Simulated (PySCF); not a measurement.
SbFBr2, SMILES [F][Sb]([Br])[Br]. Atoms are numbered in the order given.

```xyz
4

Sb     0.3774     0.7789     0.0000
F     -1.3316     1.7300     0.0000
Br    -0.1038    -0.7899    -1.9376
Br    -0.1038    -0.7899     1.9376
```

Geometry: PBE-D3(BJ)/def2-SVP. The def2 effective core potentials stand for the cores of Sb; spin–orbit coupling is left out.

Calculation: PySCF with PBE-D3(BJ)/def2-SVP.

Frequencies are harmonic and unscaled.

Computed vibrational spectrum:
```
mode  ν (cm⁻¹)  IR (km/mol)  moving atoms (share of kinetic energy)
----  --------  -----------  --------------------------------------
1           74          0.3                        Br 79 %, Sb 16 %
2          130          2.0                         F 80 %, Br 17 %
3          141          3.7                F 63 %, Br 20 %, Sb 17 %
4          248         51.7                        Br 53 %, Sb 46 %
5          251         20.8                        Br 58 %, Sb 41 %
6          605         55.6                         F 86 %, Sb 14 %
```
